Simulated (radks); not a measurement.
Valence configurations of Sr II (all share [Kr]). Method: non-relativistic Kohn-Sham, r2SCAN, spin-unpolarised, spherical densities, point nucleus; meta-GGA in the generalised Kohn-Sham scheme; relativity is left out, which matters for an element this heavy; computed with a radial shooting solver on a logarithmic mesh with Libxc functionals. Energies are relative to 5s1; eigenvalues in eV.

valence,E (eV),e(4d),e(5p),e(5s)
5s1,0.000,-,-,-8.098
4d1,1.454,-5.291,-,-
4d0.5 5s0.5,0.719,-5.992,-,-7.416
5s0.5 5p0.5,1.377,-,-5.610,-8.280
5p1,2.691,-,-5.831,-

NIST lists [Kr] 5s1 as the ground configuration; this level of theory agrees among the configurations tried. The energies are those of spherical spin-averaged densities, not of single terms. Relativity is left out, which favours d and f over s occupation in heavy atoms.
